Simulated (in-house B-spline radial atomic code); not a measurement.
**Ionising neutral iron with different functionals**

Computed with a radial B-spline atomic code at the basis-set limit: four-component Dirac-Coulomb Hamiltonian, Fermi nucleus of rms radius 3.7377 fm, spin-restricted, spherical fractional occupations for the functionals. The ionisation energy is the difference of two self-consistent energies, [Ar] 3d6 4s2 → [Ar] 3d6 4s1, without Breit or QED terms; ε is the level of the shell that loses the electron (mean over j).

Hybrids are left out here: with spherical fractional occupations of an open shell their exact exchange keeps a self-interaction that integer-occupation calculations don't have.

| method | rung | ΔSCF (eV) | -ε(4s) (eV) |
| --- | --- | --- | --- |
| LDA VWN5 | LDA | ? | ? |
| relativistic LDA | LDA | 8.96 | 5.47 |
| LDA PW92 | LDA | 8.97 | 5.48 |
| LDA exchange-only | LDA | ? | ? |
| PBE | GGA | 8.73 | 5.29 |
| PBEsol | GGA | 8.75 | 5.31 |
| BLYP | GGA | 8.73 | 5.22 |
| RPBE | GGA | 8.62 | 5.22 |
| PW91 | GGA | 8.79 | 5.35 |
| BP86 | GGA | 8.92 | 5.46 |
| AM05 | GGA | 8.68 | 5.25 |
| OLYP | GGA | 8.35 | 4.97 |

Question: What does LDA exchange-only give?

Answer: ΔSCF 7.96 eV, and -ε(4s) = 4.52 eV.

Question: What does LDA VWN5 give?

Answer: ΔSCF 8.97 eV, and -ε(4s) = 5.48 eV.

Question: How do they compare with the NIST value?

Answer: NIST lists 7.902 eV (measured, ground level to ground level). Errors run from +0.06 to +1.07 eV; OLYP is closest (+0.44 eV), but part of that can be cancellation, since the calculations leave out Breit-QED terms, spin polarisation, the choice among j levels, multiplet and fine-structure energies.
